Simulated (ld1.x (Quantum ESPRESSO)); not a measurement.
# N (Z = 7): one change to a TM potential, before and after

N (Z = 7), norm-conserving Troullier–Martins (Kleinman–Bylander form), made with ld1.x (Quantum ESPRESSO) 7.5 (PBEsol, scalar-relativistic). Core [He], reference 2s2 2p3. Waves: 2s (bound): rc 0.75 bohr; 2p (bound): rc 2.50 bohr. Local part: the p channel. Core correction: none.

All-electron outer shells of the reference configuration (PBEsol, scalar-relativistic, ld1.x):

```tsv
shell	level (eV)	outermost node (bohr)	outermost maximum (bohr)
1s	-383.09	–	0.15
2s	-18.46	0.32	1.02
2p	-7.04	–	0.98
```

Change: wave 2s (bound): rc 0.75 bohr becomes 2s (bound): rc 0.76 bohr.

Cutoffs: the cutoffs (Ry, on a coarse ladder) from which the occupation-weighted sum of valence levels, in a spherical-Bessel basis at the reference potential, stays within 10 and 1 mRy of its value at 400 Ry; they do not see the model core or the augmentation charge, which bear on the density cutoff. Errors are all-electron minus pseudo energies relative to the spin-unpolarised reference configuration.

Q: Predict the effect on cutoff, ghosts and configuration errors.

A: The potential gets softer (100 Ry and 230 Ry → 80 Ry and 160 Ry); the errors of the 7 common tests hardly move; neither file shows a bound ghost. A larger radius leaves more room for a smooth pseudo-wave, so fewer plane waves are needed.

| quantity | base | changed |
| --- | --- | --- |
| cutoff, loose | 100 Ry | 80 Ry |
| cutoff, tight | 230 Ry | 160 Ry |
| loose cutoff by channel (10 mRy a level) | s 50 Ry, p 21 Ry | s 45 Ry, p 21 Ry |
| bound ghosts | none | none |
| error for 2s2 2p2, meV [ΔE 13.52 eV] | +56 | +56 |
| error for 2s2 2p1, meV [ΔE 42.26 eV] | +726 | +725 |
| error for 2s2 2p0, meV [ΔE 89.14 eV] | +3106 | +3105 |
| error for 2s2 2p2.5, meV [ΔE 5.06 eV] | +3.1 | +3.0 |
| error for 2s2 2p3.3, meV [ΔE -1.60 eV] | -2.2 | -2.2 |
| error for 2s1 2p3, meV [ΔE 25.24 eV] | -213 | -213 |
| error for 2s1 2p0, meV [ΔE 166.66 eV] | +5091 | +5090 |
| s: phases at 2.71 bohr within 0.05 rad from the reference energy up to (Ry; the scan ends near 5) | 0.2 | 0.2 |
| p: phases at 2.71 bohr within 0.05 rad from the reference energy up to (Ry; the scan ends near 5) | 0.4 | 0.4 |
